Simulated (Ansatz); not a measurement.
CH7FO2Si2 (`CO[SiH](F)O[SiH3]`). The species carries charge 0 and has multiplicity 1. All single points use the PBE0-D4/def2-TZVP geometry. It is one conformer, not always the lowest.

```xyz
13

C     1.365   -1.577   -1.225
O     0.472   -0.614   -0.707
Si    0.823    0.485    0.432
F     1.369   -0.257    1.730
O    -0.531    1.275    0.792
Si   -2.172    1.201    0.771
H     2.270   -1.108   -1.628
H     0.860   -2.106   -2.033
H     1.654   -2.299   -0.456
H     1.874    1.426    0.011
H    -2.636   -0.118    1.268
H    -2.680    2.277    1.655
H    -2.667    1.413   -0.612
```

(1) What is the dipole moment at PBE/def2-TZVPP? (Estimate.)

(2) And with r2SCAN, B3LYP, ωB97M-V? (Best estimate.)

(3) Give the Mulliken charges with PBE, r2SCAN, B3LYP in def2-TZVPP. (Best estimate.)

## Answers

(1) Computed: 1.45 D, with components (0.26, -0.54, -1.32) D in this frame, pointing from negative to positive charge.

(2) Computed: r2SCAN 1.49 D, B3LYP 1.53 D, ωB97M-V 1.53 D.

(3) The calculation gave: 
```
atom    PBE  r2SCAN  B3LYP
  C1  -0.15    0.00  -0.13
  O2  -0.29   -0.37  -0.36
 Si3   0.63    0.77   0.76
  F4  -0.28   -0.32  -0.32
  O5  -0.30   -0.41  -0.38
 Si6   0.34    0.45   0.41
  H7   0.10    0.06   0.10
  H8   0.11    0.07   0.11
  H9   0.11    0.07   0.11
 H10  -0.10   -0.10  -0.10
 H11  -0.06   -0.07  -0.07
 H12  -0.05   -0.07  -0.07
 H13  -0.06   -0.08  -0.07
```

B3LYP here is the variant with VWN-RPA as its local correlation; programs differ in this.
